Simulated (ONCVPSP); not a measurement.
Before and after: ONCV potential for ruthenium (Ru)

ONCVPSP 4.0.1 input, shortened (lines: element, Z, core and valence counts, functional; n l f; lmax; l rc ep ncon nbas qcut; lloc lpopt rc5 dvloc0; l nproj debl; icmod fcfact rcfact), PBEsol, scalar-relativistic:

```
  Ru 44.00    6    4  -116133      upf
    1    0    2.00
    2    0    2.00
    2    1    6.00
    3    0    2.00
    3    1    6.00
    3    2   10.00
    4    0    2.00
    4    1    6.00
    4    2    7.00
    5    0    0.75
    2
    0    1.60    0.00    3    6    7.10
    1    1.60    0.00    4    9    9.80
    2    2.00    0.00    4    9    8.20
    4    2    1.55   -1.00
    0    3    3.90
    1    2    3.00
    2    1    1.10
    0    0.00    0.00
```

Change: all radii scaled by about 0.76 (s 1.22, p 1.22, d 1.52 bohr); local potential polynomial inside 1.18 bohr (lpopt 2, dvloc0 -1 Ha).

Cutoffs: the cutoffs (Ha) at which the residual kinetic energy of the hardest occupied pseudo-wave falls to 1 and 0.1 mHa per electron; they do not see the model core or the augmentation charge, which bear on the density cutoff. Errors are all-electron minus pseudo energies relative to the spin-unpolarised reference configuration.

Problem. What does the change do?

Solution. The potential gets harder (26 Ha and 33 Ha → 37 Ha and 68 Ha); the errors of the 4 common tests hardly move; neither file shows a bound ghost. A smaller radius makes the pseudo-wave follow the all-electron one further in, where it bends more sharply, so more plane waves are needed.

```csv
quantity,base,changed
"cutoff, loose",26 Ha,37 Ha
"cutoff, tight",33 Ha,68 Ha
loose cutoff by channel,"s 19 Ha, p 26 Ha, d 21 Ha","s 26 Ha, p 37 Ha, d 25 Ha"
bound ghosts,none,none
GHOST(+) flags under 300 eV,none,none
"error for 4s2 4p6 4d7 5s1, meV [ΔE -1.25 eV]",+0.3,+0.2
"error for 4s2 4p6 4d7 5s0, meV [ΔE 6.05 eV]",-1.1,-1.1
"error for 4s2 4p6 4d6 5s0, meV [ΔE 24.23 eV]",-3.4,-3.4
"error for 4s2 4p6 4d7.5 5s0.5, meV [ΔE -1.56 eV]",-0.8,-0.8
```
